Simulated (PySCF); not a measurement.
# How methods differ on the ionisation energy of Se

Se [Ar] 3d10 4s2 4p4 (3P) → Se⁺ [Ar] 3d10 4s2 4p3 (4S), as a difference of total energies. Calculation: PySCF 2.14, in aug-cc-pVDZ-DK (6s5p3d, 36 functions); scalar relativity by spin-free X2C-1e. Correlated levels: valence: [Ar] 3d10 frozen. The calculations carry no spin-orbit coupling.

```
           method  ionisation energy (eV)  error (eV)
              UHF                   8.530      -1.105
              LDA                   9.877      +0.242
              PBE                   9.619      -0.016
             PBE0                   9.610      -0.025
           r2SCAN                   9.675      +0.040
            wB97X                   9.794      +0.159
             PW91                   9.683      +0.048
           PBEsol                   9.604      -0.031
          LC-wPBE                   9.706      +0.071
    MP2 (valence)                   9.021      -0.614
SCS-MP2 (valence)                   9.040      -0.595
```

Reference: 9.635 eV (measured; NIST levels, between the centres of gravity of the two terms).

Errors of the correlated levels include the incompleteness of this basis and the frozen core.
